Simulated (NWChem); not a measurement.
Molecule: CH₇AlSi; SMILES [CH3][AlH][SiH3]

```xyz
10

Al    -0.4969    -0.6238     0.3558
H     -1.9087    -0.8354     1.0720
C      0.5447    -2.2000    -0.1599
H      0.7571    -2.8261     0.7246
H      1.5035    -1.9638    -0.6459
H     -0.0380    -2.8365    -0.8490
Si     0.2576     1.6870    -0.0430
H      1.5920     1.7700    -0.7221
H      0.3676     2.4490     1.2460
H     -0.7231     2.4353    -0.8989
```
Atoms are numbered in this order, from 1.

Coordinates come from a PBE0/def2-SVP optimisation.

**Question.** Give the principal values of the shielding tensors (ppm) of Al1, C3, Si7 from KT2/pcSseg-1, GIAO (NWChem), with their diamagnetic and paramagnetic parts as GIAO splits them.

**Answer.** 
```json
[
 {"atom": "Al1", "σ11": "80.6", "σ22": "190.9", "σ33": "381.4", "isotropic": "217.6", "diamagnetic": "797.9", "paramagnetic": "-580.3"},
 {"atom": "C3", "σ11": "161.6", "σ22": "188.4", "σ33": "197.4", "isotropic": "182.5", "diamagnetic": "251.8", "paramagnetic": "-69.3"},
 {"atom": "Si7", "σ11": "485.4", "σ22": "486.2", "σ33": "502.7", "isotropic": "491.4", "diamagnetic": "883.8", "paramagnetic": "-392.3"}
]
```
